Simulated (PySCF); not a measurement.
# Electronic absorption of N-dimethylaminodiborane

N-dimethylaminodiborane, C2H11B2N.
Structure used (PBE0-D3(BJ)/def2-SVP), in Å, numbered top down from 1:
```xyz
16
C2H11B2N angstrom
C     -1.2699   -0.7558    1.0565
N     -0.4788    0.1067    0.1784
C     -1.3152    1.0992   -0.4973
B      0.8779    0.6146    0.7428
H      1.6889   -0.0669   -0.0903
B      0.6011   -0.5961   -0.6910
H     -1.7742   -0.1512    1.8261
H     -0.6142   -1.4822    1.5485
H     -2.0281   -1.2981    0.4707
H     -0.6940    1.7232   -1.1485
H     -2.0803    0.5958   -1.1086
H     -1.8130    1.7422    0.2450
H      1.1594    0.1752    1.8331
H      1.1188    1.7713    0.4881
H      0.7133   -1.7811   -0.4820
H      0.6756   -0.1808   -1.8236
```

Method: TDDFT wB97X-D/def2-SVPD, vertical, gas phase, core orbitals frozen in the response in PySCF 2.14.0, density-fitted response routines.

Problem. List the vertical singlet excitations with oscillator strengths and describe the spectrum.

Solution. 

```tsv
state	E (eV)	ν̃ (cm⁻¹)	f	symmetry	main configurations (H = HOMO, L = LUMO)
S1	8.58	69210	0.036	B1 or B2	H→L+1 (62%), H→L+5 (24%)
S2	8.73	70450	0.0000	–	H→L (78%), H-3→L+1 (11%)
S3	8.79	70890	0.106	B1 or B2	H-1→L (76%), H-1→L+2 (16%)
S4	9.08	73210	0.063	A1	H-1→L+1 (72%), H-1→L+5 (24%)
S5	9.10	73360	0.0000	–	H→L+2 (51%), H-3→L+5 (20%), H→L+6 (12%)
S6	9.34	75330	0.142	B1 or B2	H-3→L (43%), H→L+5 (33%), H-3→L+2 (12%)
S7	9.37	75540	0.0006	–	H→L+4 (66%), H-3→L+1 (18%)
S8	9.45	76200	0.251	B1 or B2	H-2→L+1 (45%), H-1→L+2 (17%), H-2→L+5 (9%)
S9	9.50	76600	0.041	B1 or B2	H-1→L+4 (30%), H-1→L+2 (24%), H-2→L+1 (15%)
S10	9.55	77040	0.0095	A1	H-2→L (83%), H-2→L+2 (9%)
```

Triplets (Tamm–Dancoff): T1 8.26 eV, H→L+1 (55%), H→L+5 (29%); T2 8.59 eV, H-1→L+1 (55%), H-1→L+5 (35%); T3 8.61 eV, H→L (66%), H-3→L+1 (21%); T4 8.66 eV, H-1→L (51%), H-2→L+1 (14%), H-1→L+2 (13%).

The lowest singlet comes at 144 nm (828 kJ/mol) in the vacuum ultraviolet; it is of moderate strength; its leading configuration is HOMO→LUMO+1 (62%). The strongest level in the table is S8 at 9.45 eV (131 nm, f = 0.251). Löwdin shares by element: HOMO boron 46%, hydrogen 23% or more (atoms not listed hold the other 31%); LUMO boron 46%, carbon 16% (atoms not listed hold the other 38%). The oscillator strengths of these states sum to 0.650; summed over the whole spectrum of an exact calculation they would give the number of electrons, 40 (Thomas–Reiche–Kuhn). Orbital energies (eV): HOMO-3 -11.31, HOMO-2 -11.28, HOMO-1 -10.72, HOMO -10.57, LUMO 2.06, LUMO+1 2.46, LUMO+2 2.67. Of the 10 states listed, 6 reach f = 0.01 and 2 stay under 0.0005. The vertical ionisation energy (ΔSCF) is 10.90 eV, 1.35 eV above S10. Symmetry labels in C2v follow from the direction of the transition dipole and are given only for states with f of 0.002 or more; B1 and B2 swap with the choice of axes. The window holds the lowest 10 singlets.

One conformer stands for the species.
